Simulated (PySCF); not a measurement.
The numbers are results of PBE-D3(BJ)/def2-TZVP // CAM-B3LYP-D3(BJ)/def2-TZVP (PySCF), not measurements. All species are isolated molecules in the gas phase. Delta-SCF ions had no search for a lower state. Excitations are Tamm–Dancoff values on a coarser integration grid. The basis has no diffuse functions, so Rydberg states are missing or too high.

Reference species (SMILES): `[H]/N=[SiH]\[SiH3]` (neutral, multiplicity 1).

- S1 excitation (TDA): 3.43 eV
- S1–T1 gap (TDA): 0.60 eV
- vertical ionisation energy (Delta-SCF): 9.06 eV

Changed species: `N[SiH]=[SiH2]`.

**Question.** What does the change do to the S1 excitation (TDA), S1–T1 gap (TDA) and vertical ionisation energy (Delta-SCF)?

**Answer.** the S1 excitation (TDA) goes up by 0.51 eV, to 3.94 eV; the S1–T1 gap (TDA) rises by 1.52 eV, to 2.12 eV; the vertical ionisation energy (Delta-SCF) falls by 1.47 eV, to 7.59 eV.
